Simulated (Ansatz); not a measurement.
Reactions of F2GeH2O, SMILES `[OH][GeH]([F])[F]`.

Isolated molecules relaxed with PBE0-D4/def2-TZVP in Ansatz; ΔE leaves out vibrations. CCSD(T)/CBS is the MP2 limit (def2-TZVPP, def2-QZVPP) plus CCSD(T) − MP2 in def2-TZVPP, frozen cores. This one scheme is used for every species, atoms too. Functionals use def2-TZVPP. B3LYP here is the variant with VWN-RPA as its local correlation; programs differ in this. Open shells (•) are unrestricted, without spin–orbit coupling. Spin–orbit coupling would lower the free atoms: a little for Cl. Bonds to Ge, Se are less sure, by a few kJ/mol each and by 10 to 20 or more in all where they break to atoms, as the def2 sets lack core-valence functions. Scalar relativity is left out up to krypton. One conformer a species, not always the lowest.

```tsv
reaction	B2PLYP (eV)	B3LYP-D4 (eV)	PBE0-D4 (eV)	CCSD(T)/CBS(def2) (eV)
`[OH][GeH]([F])[F]` + H₂Se → `[F][GeH]([F])[SeH]` + H₂O	-0.05	-0.12	-0.18	-0.12
`[OH][GeH]([F])[F]` + `O[SiH3]` → `[F][GeH]([F])[O][SiH3]` + H₂O	-0.10	-0.13	-0.11	-0.17
`[OH][GeH]([F])[F]` + Cl• → `[OH][Ge]([F])[F]`• + HCl	-0.65	-0.73	-0.76	-0.56
`[OH][GeH]([F])[F]` + H–F → `[F][GeH]([F])[F]` + H₂O	-0.21	-0.21	-0.19	-0.17
`[OH][GeH]([F])[F]` + `[CH3]`• → `[OH][Ge]([F])[F]`• + CH₄	-0.93	-1.00	-0.97	-0.78
`[OH][GeH]([F])[F]` + `[OH]`• → `[OH][Ge]([F])[F]`• + H₂O	-1.44	-1.47	-1.46	-1.38
```

Largest T1 diagnostic: 0.015, for `[OH][Ge]([F])[F]`•.
